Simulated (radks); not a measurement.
The numbers below are computed, except where a source is named.
Sc, configuration [Ar] 3d1 4s2. Code: a radial shooting solver on a logarithmic mesh with Libxc functionals. Model: Dirac Kohn-Sham, PBE, spin-unpolarised, spherical densities, point nucleus; open shells fill j = l - 1/2 first.

Radial electron density D(r) = 4 pi r^2 rho(r):

| r (bohr) | D(r) (e/bohr) |
|---|---|
| 0.003143 | 0.7229 |
| 0.003601 | 0.9277 |
| 0.004125 | 1.187 |
| 0.004726 | 1.515 |
| 0.005415 | 1.925 |
| 0.006203 | 2.437 |
| 0.007107 | 3.069 |
| 0.008142 | 3.845 |
| 0.009329 | 4.786 |
| 0.01069 | 5.915 |
| 0.01224 | 7.251 |
| 0.01403 | 8.804 |
| 0.01607 | 10.57 |
| 0.01841 | 12.55 |
| 0.02093 | 14.55 |
| 0.02398 | 16.77 |
| 0.02747 | 18.98 |
| 0.03147 | 21.06 |
| 0.03606 | 22.83 |
| 0.04131 | 24.13 |
| 0.04733 | 24.81 |
| 0.05422 | 24.77 |
| 0.06212 | 24.01 |
| 0.07117 | 22.66 |
| 0.08154 | 21.01 |
| 0.09342 | 19.47 |
| 0.107 | 18.48 |
| 0.1226 | 18.42 |
| 0.1405 | 19.44 |
| 0.1609 | 21.39 |
| 0.1844 | 23.72 |
| 0.2113 | 25.64 |
| 0.242 | 26.33 |
| 0.2773 | 25.22 |
| 0.3177 | 22.24 |
| 0.364 | 17.96 |
| 0.417 | 13.38 |
| 0.4777 | 9.612 |
| 0.5473 | 7.426 |
| 0.6271 | 6.949 |
| 0.7184 | 7.646 |
| 0.8231 | 8.599 |
| 0.943 | 8.978 |
| 1.08 | 8.386 |
| 1.238 | 6.952 |
| 1.418 | 5.138 |
| 1.612 | 3.537 |
| 1.847 | 2.254 |
| 2.116 | 1.471 |
| 2.424 | 1.079 |
| 2.777 | 0.9076 |
| 3.181 | 0.8039 |
| 3.645 | 0.6819 |
| 4.176 | 0.5235 |
| 4.784 | 0.3537 |
| 5.481 | 0.2081 |
| 6.28 | 0.1060 |
| 7.195 | 0.04620 |
| 8.243 | 0.01684 |
| 9.443 | 0.005003 |
| 10.82 | 0.001183 |
| 12.4 | 0.0002178 |

D(r) has 3 maxima, at r = 0.0505, 0.240, 0.935 bohr, and minima at 0.116, 0.612 bohr, inside which lie 2.15, 10.39 electrons.
